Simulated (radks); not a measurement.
Numerical settings for neutral nickel, [Ar] 3d8 4s2. Method: non-relativistic Kohn-Sham, PBE, spin-polarised, spherical densities, point nucleus; open shells are filled with parallel spins first; computed with a radial shooting solver on a logarithmic mesh with Libxc functionals. The defaults (mesh step 0.008 in ln r, mesh end at 40 bohr or more with all orbitals vanishing there, Anderson mixing 0.5 over 9 steps, residual threshold near 1e-9 with the energy settled to 1e-9 hartree or 1e-11 of itself, here a cap of 93 iterations) give E = -1508.0211 hartree and 4s at -5.352 eV in 14 iterations. Times are rough (one thread of a shared host). Changes against that run (0 stands for a change within the tolerance of the run):

setting                     iterations  converged  E (mhartree)  e(4s) (meV)  CPU (s)
mesh step in ln r 0.02              14        yes             0            0     0.09
mesh step in ln r 0.012             14        yes             0            0     0.14
mesh step in ln r 0.12               2         no      diverged            -     0.01
mesh end (bohr) 8                   14        yes         +2.31         +130     0.19
mesh end (bohr) 12                  14        yes        +0.017         +1.9     0.19
residual threshold 0.01             11        yes             0     -0.00785     0.17
residual threshold 1e-13            93         no             0            0     0.77
mixing 0.01                          7         no      diverged            -     0.14
linear mixing, mixing 0.05          93         no      +0.00481        -18.2     0.99
linear mixing, mixing 0.8           93         no     +1.42e+04    -1.03e+05      2.6
mixing history 20                   23        yes             0            0      0.3
iteration cap 2                      2         no          +234    -6.44e+03     0.05

Settings that end as converged yet miss the energy by more than 1 mhartree: mesh end (bohr) 8 (+0.00231 hartree). A mesh that ends early acts as a hard wall.
